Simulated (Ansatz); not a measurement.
`[OH][GeH]([F])[GeH3]` + H₂O → `[OH][GeH]([OH])[F]` + GeH₄  (formal hydrolysis of a Ge–Ge bond)

Gas-phase electronic energies from Ansatz, PBE0-D4/def2-TZVP geometries. CCSD(T)/CBS is the MP2 limit (def2-TZVPP, def2-QZVPP) plus CCSD(T) − MP2 in def2-TZVPP, frozen cores. This one scheme is used for every species. For Ge outer-core shells are correlated without core-valence functions, which leaves a few kJ/mol of doubt a bond. Scalar relativity is left out up to krypton. One conformer a species, not always the lowest.

`[OH][GeH]([F])[GeH3]`:

```xyz
9

O     1.842    0.732   -0.395
Ge    0.114    0.895   -0.052
F    -0.624    1.542   -1.498
Ge   -0.739   -1.340    0.308
H     2.286    1.573   -0.525
H    -0.126    1.992    1.006
H    -2.263   -1.268    0.476
H    -0.110   -1.918    1.582
H    -0.379   -2.208   -0.901
```

H₂O:

```xyz
3

O    -0.157   -0.252    0.251
H    -0.491   -0.006   -0.614
H     0.648    0.259    0.363
```

`[OH][GeH]([OH])[F]`:

```xyz
7

O    -0.990    0.545   -0.951
Ge    0.058    0.180    0.413
O     1.646   -0.217   -0.200
F    -0.660   -1.214    1.158
H    -1.860    0.146   -0.861
H     0.193    1.273    1.463
H     1.613   -0.713   -1.023
```

GeH₄:

Cartesian coordinates in Å:
```
Ge 0.000 0.000 0.000
H 1.267 -0.581 -0.640
H -0.039 -0.375 1.487
H -1.237 -0.572 -0.704
H 0.009 1.528 -0.143
```

```json
{"species": "`[OH][GeH]([F])[GeH3]`", "MP2/CBS(def2) energy (Eh)": "-4330.21036"}
{"species": "H₂O", "MP2/CBS(def2) energy (Eh)": "-76.36589"}
{"species": "`[OH][GeH]([OH])[F]`", "MP2/CBS(def2) energy (Eh)": "-2328.11796"}
{"species": "GeH₄", "MP2/CBS(def2) energy (Eh)": "-2078.46635"}
```

Work out ΔE.

ΔE = (-2328.11796) + (-2078.46635) − (-4330.21036) − (-76.36589) = -0.00806 Eh = -0.22 eV. CCSD(T)/CBS gives -0.21 eV.

What do rigid-rotor, harmonic-oscillator terms from PBE0-D4/def2-TZVP frequencies (298.15 K, 1 bar) make of the CCSD(T)/CBS value? (Estimate.)

The calculation gave: ΔZPE = -0.04 eV, ΔH = -0.28 eV, ΔS = -18 J/(mol·K), ΔG = -0.23 eV.

Largest T1 diagnostic among the species: 0.012.

Leaving LDA and LC-ωPBE aside and taking each functional with its dispersion term where it has one, the values, not all of them listed here, spread over 0.24 eV, from B97M-V to PBE-D4. LDA lies −0.05 eV from PBE without D4. From BLYP to BHLYP (50 % exact exchange), in def2-TZVPP and without D4, ΔE moves by −0.11 eV. In def2-TZVPP, CCSD(T) changes the Hartree–Fock value by +0.18 eV (the triples alone add +0.01 eV) and MP2 by +0.17 eV.
